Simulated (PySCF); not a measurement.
(E)-2-fluorobut-2-ene (C4H7F), SMILES F/C(C)=C/C.

The structure is a stationary point at ωB97X-D3(BJ)/def2-SVP.

All values below come from TDDFT-PBE/def2-SVPD in PySCF.

Vertical excitations.  State labels are in the subgroup Cs.

Computed excitation energies, oscillator strengths and character:
```tsv
state	symmetry	energy (eV)	λ (nm)	f	main pairs
S1	A"	5.80	214	0.000	HOMO→LUMO+1 100 %
S2	A"	6.48	191	0.000	HOMO→LUMO+2 100 %
S3	A"	6.83	181	0.006	HOMO→LUMO+3 100 %
S4	A'	6.90	180	0.392	HOMO→LUMO 90 %
S5	A"	7.30	170	0.008	HOMO→LUMO+4 99 %
S6	A"	7.77	159	0.005	HOMO→LUMO+5 99 %
S7	A'	8.02	155	0.050	HOMO→LUMO+6 93 %
S8	A"	8.07	154	0.000	HOMO−1→LUMO 99 %
S9	A'	8.30	149	0.001	HOMO→LUMO+7 86 %
S10	A'	8.46	147	0.006	HOMO−1→LUMO+1 88 %
T1	A'	4.39	282	0	HOMO→LUMO 99 %
T2	A"	5.72	217	0	HOMO→LUMO+1 100 %
T3	A"	6.37	195	0	HOMO→LUMO+2 99 %
T4	A"	6.74	184	0	HOMO→LUMO+3 100 %
```
Triplets are in the Tamm–Dancoff approximation, which puts them higher than full response would, so one can lie above its singlet here.
